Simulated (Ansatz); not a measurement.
A rate constant, worked out

An elementary step of GeH4O, closed shell (GeH₄O ([OH2][GeH2]) → GeH₂O ([OH][GeH]) + H₂; Ge–H, H–O broken or loosened, Ge–O, H–H formed or tightened). The start structure is the reactant molecule, and the electronic barrier above it is 1.027 eV by CCSD(T) at an estimated basis limit (MP2 extrapolated from triple and quadruple zeta, plus CCSD(T) − MP2 in triple zeta). Computed with Ansatz 0.2.0 (basis: def2-TZVPP and def2-QZVPP); correlated methods freeze the cores. Filled d shells of the heavier atoms are correlated. The def2 sets are not built for correlating such inner shells, so the correlated values are less sure here. Extrapolation: Hartree–Fock as exp(−7.88 √X), correlation as X^−2.97. Harmonic wavenumbers at PBE0-D4/def2-TZVP (Ansatz 0.2.0), in cm⁻¹:

Start: 110, 265, 417, 470, 650, 717, 924, 1616, 1864, 1911, 3820, 3922.

Saddle: 1290i, 517, 531, 650, 802, 862, 970, 1268, 1766, 1905, 1952, 3862.

Question: Work out the transition-state-theory rate constant at 800 K from these numbers alone (harmonic vibrations; rotation, path degeneracy and anharmonicity left out), and the Wigner tunnelling factor. Use 1 cm⁻¹ = 1.2398 × 10⁻⁴ eV and k_B = 8.617 × 10⁻⁵ eV/K.

Answer: Zero-point energies, half the sums: start 16686/2 cm⁻¹ = 1.0344 eV; saddle, real modes only, 15085/2 cm⁻¹ = 0.9352 eV.
Barrier with zero-point energy: 1.027 + 0.9352 − 1.0344 = 0.9278 eV.
k_BT = 0.06894 eV, so the barrier is 13.46 k_BT.
Vibrational partition functions from the zero-point level, ln q = −Σ ln(1 − exp(−hν/k_BT)): start 4.919, saddle 2.275.
k = (k_BT/h) exp(ln q‡ − ln q) exp(−E0/k_BT), with log₁₀(k_BT/h in s⁻¹) = 13.22: log₁₀ k = 13.22 + (-2.644 − 13.46)/2.3026 = 6.23, so k ≈ 2 × 10^(6) s⁻¹.
Wigner factor: 1 + (hν‡/k_BT)²/24 = 1 + (2.32)²/24 = 1.22. A change of 1 kcal/mol (0.043 eV) in the barrier would change k by a factor of 1.9 at this temperature.

No T1 diagnostic of these runs exceeds 0.016.

Labels in which every atom is bracketed show which atoms are joined, not bond orders.

For scale, one of the runs: CCSD(T)/def2-TZVPP, 135 basis functions, launched by `ansatz run in.yaml --threads 2 --pin off --events-out ev --progress --plain --max-ram 4352MiB`. Time: 14 s of wall clock on 2 CPU threads of an Arm Neoverse V2; the host was shared. Peak host memory: 0.72 GiB.
